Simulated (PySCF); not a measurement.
Vertical excitations of a molecule C2H6FInO from TDA-PBE/def2-SVPD in PySCF, as energy in eV (oscillator strength): 4.75 (0.016), 5.18 (0.122), 5.31 (0.007), 5.61 (0.007), 5.70 (0.018), 5.86 (0.136), 6.26 (0.001), 6.31 (0.069), 6.43 (0.004), 6.52 (0.038). Lowest triplet (TDA): 4.13 eV. The structure is a stationary point at r2SCAN-D4/def2-SVP. The def2 effective core potentials stand for the cores of In; spin–orbit coupling is left out. The values are those of a single conformer.

Question: Pick the molecule that these values belong to.
A. C[O][In]([CH3])[F]
B. C[CH2][In]([OH])[F]
C. CC[O][InH][F]

Answer: B, C[CH2][In]([OH])[F]
